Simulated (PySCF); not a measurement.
# Nb: ionisation energy

Nb [Kr] 4d4 5s1 (6D) → Nb⁺ [Kr] 4d4 (5D), as a difference of total energies. Computed with PySCF 2.14 in cc-pVDZ-PP with ECP28MDF (4s4p3d1f, 38 functions), with a scalar-relativistic core potential. Correlated levels: valence: 4s2 4p6 frozen. The calculations carry no spin-orbit coupling.

| method | ionisation energy (eV) |
| --- | --- |
| UHF | 5.998 |
| PBE | 7.190 |
| B3LYP | 6.933 |
| MP2 (valence) | 6.366 |
| SCS-MP2 (valence) | 6.121 |

Errors of the correlated levels include the incompleteness of this basis and the frozen core.

Question: Which method comes closest to the reference value, and which is furthest?

Answer: The reference is 6.776 eV (measured; NIST levels, between the centres of gravity of the two terms). Closest: B3LYP (error 0.157 eV); furthest: UHF (error -0.778 eV).
